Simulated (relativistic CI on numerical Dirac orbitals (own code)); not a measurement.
# Co5+: L2,3 absorption edge

Computed with this model: Dirac-Coulomb-Breit CI, separate exchange-only KLI orbitals for each configuration, a model potential for QED, valence Slater integrals scaled by 0.8, multiplet model of core-to-valence dipole absorption; configurations [Ar] 3d4 → [He] 2s2 2p5 3s2 3p6 3d5; 300 K; Lorentzian 0.4 eV and Gaussian 0.3 eV FWHM. Energies are those of the free ion, without screening or charge transfer. The branching ratio is the share of the lower-energy edge in the whole absorption, uncertain by about 0.02 where the edges overlap. S is read from ⟨S²⟩ = S(S + 1).

Field parameters in Wybourne normalisation: D4h B²₀ = −7Ds, B⁴₀ = 21(Dq − Dt), B⁴₄ = 21√(5/14) Dq. The field is a parameter set, without covalency.

Computed curve for D4h, 10Dq = 22850, Ds = -1500, Dt = 810 cm⁻¹, scaled to 100 at the maximum (points under 2 are left out and the grid is thinned):

(Energy (eV), Intensity): (785.5, 2.3), (785.9, 3.9), (786.4, 2.6), (786.8, 3.9), (787.3, 6.9), (787.7, 11.2), (788.2, 28.8), (788.6, 35.8), (789.1, 24.0), (789.5, 29.6), (790.0, 32.6), (790.4, 36.2), (790.8, 75.4), (791.3, 88.1), (791.7, 63.5), (792.2, 50.8), (792.6, 50.0), (793.1, 49.7), (793.5, 39.6), (794.0, 24.3), (794.4, 21.3), (794.9, 22.8), (795.3, 19.2), (795.8, 12.4), (796.2, 11.4), (796.6, 8.0), (797.1, 5.3), (797.5, 4.2), (798.0, 3.3), (798.4, 3.2), (798.9, 3.0), (799.3, 3.3), (799.8, 3.0), (800.2, 3.6), (800.7, 7.2), (801.1, 17.7), (801.5, 9.9), (802.0, 6.5), (802.4, 10.0), (802.9, 24.9), (803.3, 18.4), (803.8, 31.9), (804.2, 20.6), (804.7, 12.0), (805.1, 10.6), (805.6, 14.1), (806.0, 18.2), (806.5, 19.6), (806.9, 27.5), (807.3, 38.5), (807.8, 27.6), (808.2, 14.3), (808.7, 12.0), (809.1, 7.6), (809.6, 5.6), (810.0, 4.6), (810.5, 3.2), (810.9, 2.9), (811.4, 2.7), (811.8, 2.1)

The ground state has S = 1.99, and the centroid lies at 796.21 eV.
